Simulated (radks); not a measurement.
Task: These are the eigenvalues of the occupied orbitals of an atom or ion with whole-number occupations (Ry). All-electron calculation, Dirac Kohn-Sham, PBE, spin-unpolarised, spherical densities, finite nucleus; Fermi nuclear charge, rms radius of each element as measured or else 0.836 A^(1/3) + 0.57 fm. Program: a radial shooting solver on a logarithmic mesh with Libxc functionals.

orbital  eigenvalue
1s1/2     -5099.289
2s1/2     -880.0231
2p1/2     -841.7466
2p3/2     -742.3265
3s1/2     -203.0857
3p1/2     -185.9966
3p3/2     -164.4986
3d3/2     -135.6600
3d5/2     -130.9847
4s1/2     -42.32874
4p1/2     -35.23369
4p3/2     -30.25207
4d3/2     -18.58475
4d5/2     -17.66678
5s1/2      -6.34553
5p1/2      -4.24640
5p3/2      -3.52565
4f5/2      -3.07538
4f7/2      -2.91093
5d3/2      -0.89665
6s1/2      -0.89503
5d5/2      -0.83947

Which element is it, and in what charge state? The configuration may be excited. Open shells, if any, are shared by 2j + 1.

Result: Z = 74, tungsten, charge +1: W+ in [Xe] 4f14 5d4 6s1. The list shows which subshells hold electrons but not how many an open one holds; the 1s level, -2549.6 hartree, gives Z - s = 71.4 by -(Z - s)^2/2, which with screening and relativity narrows Z to a few neighbours, and the depths of the outer levels then fix element, charge and occupations together.
